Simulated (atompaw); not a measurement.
**hafnium (Hf): one change to a PAW (atompaw) potential, before and after**

atompaw 4.2.0.5 input, output lines left out:

```
Hf 72
GGA-PBESOL scalarrelativistic loggrid 2001 logderivrange -7 5 301
6 6 5 4 0 0
6 1 0
5 2 2
0 0 0
c
c
c
c
v
v
c
c
c
v
v
c
c
v
c
2
3.00 2.45 2.20 2.35
n
n
y
0.45
n
custom polynom vanderbiltortho sinc
3 0 troulliermartins
2.10
3.00
1.95
3.00
3.00
3.00
```

All-electron outer shells of the reference configuration (PBEsol, scalar-relativistic, ld1.x):

```tsv
shell	level (eV)	outermost node (bohr)	outermost maximum (bohr)
4d	-206.51	0.23	0.47
5s	-67.04	0.55	1.01
5p	-35.59	0.60	1.16
4f	-16.86	–	0.45
6s	-5.13	1.37	2.89
5d	-2.71	0.67	1.69
6p	-1.37	1.66	4.05
```

Change: local potential bessel scheme, radius 2.20 bohr.

Cutoffs: the cutoffs (Ry, on a coarse ladder) from which the occupation-weighted sum of valence levels, in a spherical-Bessel basis at the reference potential, stays within 10 and 1 mRy of its value at 400 Ry; they do not see the model core or the augmentation charge, which bear on the density cutoff.

What does the change do?

The potential gets neither clearly harder nor softer (21 Ry and 35 Ry → 21 Ry and 35 Ry); the range in which the s phases agree widens (upper end 1.1 → 3.1); the range in which the p phases agree widens (upper end 0.4 → 4.6); neither file shows a bound ghost.

```csv
quantity,base,changed
"cutoff, loose",21 Ry,21 Ry
"cutoff, tight",35 Ry,35 Ry
bound ghosts,none,none
s: phases at 3.00 bohr within 0.05 rad from the reference energy up to (Ry; the scan ends near 5),1.1,3.1
p: phases at 3.00 bohr within 0.05 rad from the reference energy up to (Ry; the scan ends near 5),0.4,4.6
d: phases at 3.00 bohr within 0.05 rad from the reference energy up to (Ry; the scan ends near 5),1.7,1.8
lowest overlap eigenvalue by channel,"s 0.06, p 0.51, d 0.92","s 0.48, p 0.54, d 0.95"
```

 The cutoffs see the waves, projectors and local potential, not the compensation charge or the core.
